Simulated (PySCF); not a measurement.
Ge(Cl)2(OSiH3)2, H₆Cl₂GeO₂Si₂, SMILES [SiH3][O][Ge]([Cl])([Cl])[O][SiH3], B3LYP/def2-SVP optimised geometry.

```
13

Si    -2.93    -0.72     1.28
O     -1.28    -1.01     1.17
Ge     0.03    -1.61     2.16
Cl    -0.08    -0.76     4.13
Cl    -0.07    -3.75     2.29
O      1.53    -1.14     1.40
Si     2.01    -0.34     0.00
H     -3.17     0.64     1.83
H     -3.57    -1.74     2.17
H     -3.49    -0.82    -0.09
H      1.50     1.06     0.00
H      1.50    -1.06    -1.21
H      3.49    -0.34     0.00
```

Density from B3LYP/def2-TZVP (PySCF) at that geometry.

Minimum of the electron density along straight lines between bonded atoms, close to the bond critical point (lines longer than 1.1 times the sum of covalent radii, or with two minima, are not listed):

```tsv
bond	length / Å	ρ at the minimum / e bohr⁻³	∇²ρ there / e bohr⁻⁵	position (fraction from the first atom)
Si1–O2	1.680	0.123	0.70	0.41
O2–Ge3	1.750	0.149	0.71	0.52
Ge3–Cl4	2.151	0.107	0.15	0.43
Ge3–Cl5	2.147	0.108	0.15	0.43
Ge3–O6	1.742	0.153	0.74	0.48
O6–Si7	1.681	0.123	0.70	0.59
Si1–H8	1.489	0.124	0.13	0.49
Si1–H9	1.491	0.123	0.14	0.49
Si1–H10	1.486	0.124	0.13	0.49
Si7–H11	1.490	0.123	0.14	0.49
Si7–H12	1.490	0.123	0.14	0.49
Si7–H13	1.486	0.124	0.13	0.49
```
